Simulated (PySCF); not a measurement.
**Exercise with solution: chemical shift, span and skew from a shielding tensor**

CH7GaOP2, SMILES [PH2][Ga]([PH2])[O]C. Atoms are numbered in the order given.

```xyz
12

Ga     0.0785    -0.0190     0.1080
O     -0.7301    -1.4794    -0.5585
C     -1.7019    -1.5185    -1.5690
H     -1.9023    -0.5301    -2.0299
H     -1.3831    -2.1991    -2.3801
H     -2.6623    -1.8999    -1.1742
P      1.7660    -0.5467     1.6300
H      0.9383    -1.4898     2.3136
H      1.4347     0.5367     2.5026
P     -0.4757     2.0479    -0.8584
H     -0.2869     2.7488     0.3730
H     -1.8756     1.8475    -0.6431
```

The structure is a stationary point at B3LYP-D3(BJ)/def2-SVP. Other conformers were not sampled.

GIAO shieldings from PBE/pcSseg-1 run with PySCF, non-relativistic, no solvent. The symmetric part of the tensor of P7 has the principal values 500.7, 569.8, 613.7 ppm. The same nucleus in PH3 has σ = 576.8 ppm at this level (PySCF, at its B3LYP-D3(BJ)/def2-TZVP geometry).

### Question
Work out the isotropic shielding, the ³¹P shift against PH3, the span and the skew.

### Answer

σ(iso) = (σ11 + σ22 + σ33)/3 = 561.4 ppm. δ = σ(ref) − σ(iso) = 576.8 − (561.4) = 15.4 ppm.
Span Ω = σ33 − σ11 = 113.0 ppm. Skew κ = 3(σ(iso) − σ22)/Ω = -0.22. Tumbling in solution averages the tensor to δ; in a static solid the shielding alone would spread this spin-1/2 line over Ω.
